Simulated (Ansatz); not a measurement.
Frontier orbitals of CH6InNO, SMILES `C[O][InH][NH2]`.

Cartesian coordinates in Å:
```
C 0.597 0.568 -1.476
O 0.820 1.175 -0.236
In 0.081 0.409 1.445
N -0.868 -1.318 1.055
H -0.466 0.557 -1.762
H 1.133 1.129 -2.250
H 0.959 -0.470 -1.517
H 0.425 1.179 2.911
H -1.170 -1.510 0.113
H -1.512 -1.720 1.717
```

The species carries charge 0 and has multiplicity 1. Correlated methods include outer-core shells of In, which these sets cover unevenly. In takes the def2 core potential. All single points use the PBE0-D4/def2-TZVP geometry. It is one conformer, not always the lowest. Basis def2-TZVPP, Ansatz.

```
functional  HOMO (eV)  LUMO (eV)  gap (eV)
       PBE      -5.62      -1.58      4.04
      PBE0      -7.06      -0.86      6.20
     B3LYP      -6.83      -1.15      5.68
 CAM-B3LYP      -8.50      -0.10      8.40
   ωB97X-V      -9.51       0.85     10.36
   ωB97M-V      -9.44       0.51      9.95
        HF     -10.56       1.30     11.86
```

Against PBE, PBE0 changes HOMO and LUMO by −1.44 and +0.72 eV, ωB97M-V by −3.82 and +2.09 eV. A gap of 4.04 eV thus becomes 9.95 eV for the same molecule, so an orbital gap means little without its functional. A positive LUMO is unbound and depends on the basis.

B3LYP here is the variant with VWN-RPA as its local correlation; programs differ in this.
